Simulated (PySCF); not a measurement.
ZrI₄, SMILES [I][Zr]([I])([I])[I], multiplicity 1. Coordinates come from a PBE0-D3(BJ)/def2-SVP optimisation. The spin state was assumed, not searched. The isomer is the one that the SMILES or the coordinates give; other isomers of the formula were not compared. The def2 effective core potentials stand for the cores of I, Zr; spin–orbit coupling is left out.

**Question.** Give the equilibrium geometry at PBE0-D3(BJ)/def2-SVP (PySCF confirms it by a frequency run) as bond lengths and angles, and its point group. (Estimate from the structure and the level; the computed values follow.)

**Answer.** point group Td.
Atoms: Zr1 I2 I3 I4 I5. Bonds (Å): Zr1–I2 2.676, Zr1–I3 2.676, Zr1–I4 2.676, Zr1–I5 2.676. Bond angles (°): I2–Zr1–I3 109.5, I2–Zr1–I4 109.5, I2–Zr1–I5 109.5, I3–Zr1–I4 109.5, I3–Zr1–I5 109.5, I4–Zr1–I5 109.5.
Charge 0, spin multiplicity 1.
